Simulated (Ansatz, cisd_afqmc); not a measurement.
Species: Ir, charge 0, quartet.

Total energies in def2-TZVPP, 9 correlated electrons, 4 frozen orbitals. Radicals and triplets start from unrestricted determinants; spin-orbit coupling is neglected. Cores are frozen in correlated methods (noble-gas shells, and filled d and f shells in the p block). Past Kr the def2 sets carry scalar-relativistic core potentials. The Monte Carlo rows (phaseless AFQMC, CISD trial, step 0.005/hartree) carry one-sigma bars that omit the constraint's bias. Outlying blocks are dropped, and bars are widened where a walk drifts. Over all cases where full CI ran beside it in this data, AFQMC minus full CI had a median of +0.1 mEh and passed +0.4 mEh in a tenth of the cases.

| method | program | energy (Eh) | minus CCSDT(Q) (mEh) |
|---|---|---|---|
| HF | Ansatz | -103.44573 | 236.29 |
| MP2 | Ansatz | -103.67381 | 8.21 |
| CCSD | Ansatz | -103.67272 | 9.30 |
| CCSD(T) | Ansatz | -103.68170 | 0.31 |
| CCSDT(Q) | Ansatz | -103.68202 | 0.00 |
| AFQMC/CISD | cisd_afqmc | -103.6809 ± 0.0003 | 1.1 ± 0.3 |

Ansatz is an electronic-structure program.
